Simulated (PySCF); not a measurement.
Spinor energies of Se³⁺ (selenium, charge +3)

Start: [Ar] 3d10 4s2 4p1; 4p3/2 filled at m_j = +3/2. Calculated with PySCF 2.14 in x2c-TZVPall-2c (6s7p4d1f, 54 functions): generalised Hartree-Fock with the X2C-1e Hamiltonian and a Gaussian nucleus; one run each with spin-orbit coupling (SO) switched off, then screened by Boettger's factors. This is a chosen level, not necessarily the ground level.

```
spinor shell  electrons  ε, spin-free (eV)  ε, screened SO (eV)  weight of nominal j (screened SO)  rms radius, screened SO (bohr)
       1s1/2          2           -12774.8             -12774.5                              1.000                          0.0508
       2s1/2          2            -1733.2              -1733.2                              1.000                           0.212
       2p1/2          2            -1523.8              -1552.4                              1.000                           0.187
       2p3/2          4            -1523.8              -1510.1                              1.000                           0.190
       3s1/2          2            -287.19              -287.23                              1.000                           0.612
       3p1/2          2            -219.18              -223.39                              0.999                           0.629
       3p3/2          4            -219.18              -217.24                              1.000                           0.639
       3d3/2          4            -106.95              -107.55                              0.978                           0.688
       3d5/2          6            -106.95              -106.63                              0.986                           0.692
       4s1/2          2            -53.920              -53.943                              1.000                            1.78
       4p3/2          1            -42.093              -41.909                              1.000                            2.03
```

```tsv
quantity	spin-free	screened SO
E (hartree)	-2425.78388	-2425.89214
M_J	3/2	3/2
⟨J²⟩	3.758	3.758
⟨L²⟩	2.006	2.008
⟨S²⟩	0.752	0.754
```

Each row is a mean over spinors that exchange with the open shell spreads, by up to 3.104 eV (4s1/2).

Without spin-orbit coupling the j labels of p, d and f shells carry no meaning; the spin-free column gives the mean over the occupied spinors of each nl shell.
